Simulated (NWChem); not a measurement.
**Relativistic effects in Sn**

```
Sn
```
Charge 0, spin multiplicity 3.

Program: NWChem.

Functional B3LYP, all-electron basis x2c-SVPall-2c, contracted for the X2C Hamiltonian and used here with ZORA. The ion keeps the geometry and has multiplicity 2 in the scalar run; the spin-orbit run starts from the same electron counts.

The cost column gives rough processor time relative to scalar ZORA; each entry includes its own SCF.

B3LYP has NWChem's definition, with VWN1-RPA local correlation. No SCF solution was tested for a lower state.

```json
[
 {"Hamiltonian": "scalar ZORA", "ΔSCF ionisation energy (eV)": "7.30", "relative cost": "1"},
 {"Hamiltonian": "spin-orbit ZORA", "ΔSCF ionisation energy (eV)": "___", "relative cost": "under 3"}
]
```

Problem. Complete the blanks.

Solution. 
- spin-orbit ZORA, ΔSCF ionisation energy (eV): 7.21
